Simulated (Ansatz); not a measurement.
`C#[C][Zr]([Cl])([Cl])[O]C` and `C[NH][Zr]([Cl])([Cl])[O]C` differ in one atom or group.

Ansatz, PBE0-D4/def2-TZVP geometries, multiplicity 1. Each molecule was computed in one conformer, which needn't be the lowest.

Elements past krypton have def2 core potentials.

```json
{"property": "HOMO energy (PBE0/def2-TZVPP) / eV", "`C#[C][Zr]([Cl])([Cl])[O]C`": "-8.30"}
{"property": "size of the dipole moment (B3LYP/def2-TZVPP) / D", "`C#[C][Zr]([Cl])([Cl])[O]C`": "3.16"}
{"property": "HOMO energy (PBE/def2-TZVPP) / eV", "`C#[C][Zr]([Cl])([Cl])[O]C`": "-7.08"}
{"property": "LUMO energy (ωB97M-V/def2-TZVPP) / eV", "`C#[C][Zr]([Cl])([Cl])[O]C`": "-0.13"}
{"property": "LUMO energy (B3LYP/def2-TZVPP) / eV", "`C#[C][Zr]([Cl])([Cl])[O]C`": "-2.32"}
{"property": "size of the dipole moment (PBE/def2-TZVPP) / D", "`C#[C][Zr]([Cl])([Cl])[O]C`": "3.19"}
```

Q: What does the change do to each property? (Estimate.)

A: Ansatz gave: 
```csv
property,`C[NH][Zr]([Cl])([Cl])[O]C`,shift
HOMO energy (PBE0/def2-TZVPP) / eV,-7.29,1.01
size of the dipole moment (B3LYP/def2-TZVPP) / D,3.97,0.81
HOMO energy (PBE/def2-TZVPP) / eV,-5.98,1.10
LUMO energy (ωB97M-V/def2-TZVPP) / eV,0.83,0.96
LUMO energy (B3LYP/def2-TZVPP) / eV,-1.32,1.00
size of the dipole moment (PBE/def2-TZVPP) / D,4.00,0.81
```

The zero-point energy changes by 92.7 kJ/mol with +9 modes. Dipoles are sizes alone; their direction can turn.

B3LYP here is the variant with VWN-RPA as its local correlation; programs differ in this.
